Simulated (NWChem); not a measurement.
Molecule: SiHOCl, singlet; SMILES [Si](O)Cl

```xyz
4

Si     0.6316     0.6113     0.0000
Cl    -0.1197    -1.3629     0.0000
O     -0.8161     1.4365     0.0000
H     -0.7190     2.4031     0.0000
```
Atoms are numbered in this order, from 1.

Level: B3LYP/6-31G* (spherical d) (NWChem), optimised geometry, unscaled harmonic frequencies. Low-valent species are run as closed-shell singlets; no triplet was tried in these runs.

```
frequency (cm⁻¹)  IR intensity (km/mol)
----------------  ---------------------
260                                 0.2
483                               104.1
493                               144.1
830                               209.3
861                                92.0
3752                              101.6
```

zero-point energy: 9.5 kcal/mol
thermal correction to the enthalpy at 298.15 K (with zero-point energy): 12.6 kcal/mol
heat capacity Cv: 11.4 cal/(mol K)
entropy at 298.15 K and 1 atm (symmetry number 1): 66.7 cal/(mol K)
dipole moment: 3.12 D

Rigid rotor and harmonic oscillator.
